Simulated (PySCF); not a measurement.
A species of formula C6H7F3O has this rotational fingerprint, computed with PBE0/pcSseg-1 in PySCF (dipole) on a GFN2-xTB geometry, gas phase:

```
Rotational constants : A = 2670, B = 865.3, C = 776.5 MHz
Dipole components    : |μa| = 3.48 D, |μb| = 1.52 D, |μc| = 0.16 D
Inertial defect      : -122.45 u·Å²
κ                    : -0.91
```

Question: Which structure is it? (One computed conformer of each.)
A. `[F:1][C:2]([F:3])([F:4])[CH2:5][C@H:6]1[CH:7]=[CH:8][O:9][CH2:10]1` with C2–C5–C6–C7 172°
B. `[CH2:1]=[C:2]([O:3][C:4]([F:5])([F:6])[F:7])[CH:8]1[CH2:9][CH2:10]1` with C1–C2–O3–C4 0°, C1–C2–C8–C9 -35°
C. `[O:1]=[C:2]([F:3])[C@@H:4]1[CH2:5][CH2:6][C@H:7]([F:8])[C@H:9]1[F:10]` with O1–C2–C4–C5 108°, C2–C4–C5–C6 -156°, C4–C5–C6–C7 40°, C5–C6–C7–F8 85°, C6–C7–C9–F10 -107°
D. `[F:1][C:2]([F:3])([F:4])[O:5][CH:6]=[C:7]1[CH2:8][CH2:9][CH2:10]1` with C2–O5–C6–C7 -166°
E. `[F:1][C:2]([F:3])([F:4])[C@@H:5]1[CH2:6][CH2:7][C@H:8]2[O:9][C@@H:10]12` with C2–C5–C6–C7 -91°, C5–C6–C7–C8 -27°, C6–C7–C8–O9 -46°, C7–C8–O9–C10 98°
F. `C[C@@H]1CC=C(C(F)(F)F)O1`

Answer: F. It is C[C@@H]1CC=C(C(F)(F)F)O1, a near-prolate asymmetric top, point group C1. The candidates at the same level (rigid rotor, commonest isotopes):

| SMILES | A (MHz) | B (MHz) | C (MHz) | μa (D) | μb (D) | μc (D) | Δ (u·Å²) | point group | rotor |
| --- | --- | --- | --- | --- | --- | --- | --- | --- | --- |
| O=C(F)[C@@H]1CC[C@H](F)[C@H]1F | 1983 | 928.5 | 840.8 | 1.72 | 1.98 | 2.36 | -198.06 | C1 | asymmetric top |
| FC(F)(F)OC=C1CCC1 | 3623 | 598.1 | 569.5 | 3.12 | 0.63 | 0.02 | -97.09 | C1 | near-prolate asymmetric top |
| C[C@@H]1CC=C(C(F)(F)F)O1 | 2670 | 865.3 | 776.5 | 3.48 | 1.52 | 0.16 | -122.45 | C1 | near-prolate asymmetric top |
| FC(F)(F)C[C@H]1C=COC1 | 3140 | 740.2 | 688.5 | 1.23 | 1.40 | 0.22 | -109.77 | C1 | near-prolate asymmetric top |
| C=C(OC(F)(F)F)C1CC1 | 3193 | 716.2 | 685.4 | 3.00 | 0.26 | 0.00 | -126.56 | Cs | near-prolate asymmetric top |
| FC(F)(F)[C@@H]1CC[C@H]2O[C@@H]12 | 2537 | 1060 | 956.4 | 0.88 | 0.80 | 0.25 | -147.36 | C1 | asymmetric top |

`FC(F)(F)OC=C1CCC1` has A 36 % too high; `FC(F)(F)[C@@H]1CC[C@H]2O[C@@H]12` has C 23 % too high; `C=C(OC(F)(F)F)C1CC1` has A 20 % too high; `FC(F)(F)C[C@H]1C=COC1` has A 18 % too high; `O=C(F)[C@@H]1CC[C@H](F)[C@H]1F` has A 26 % too low. No structure here is proved a minimum.
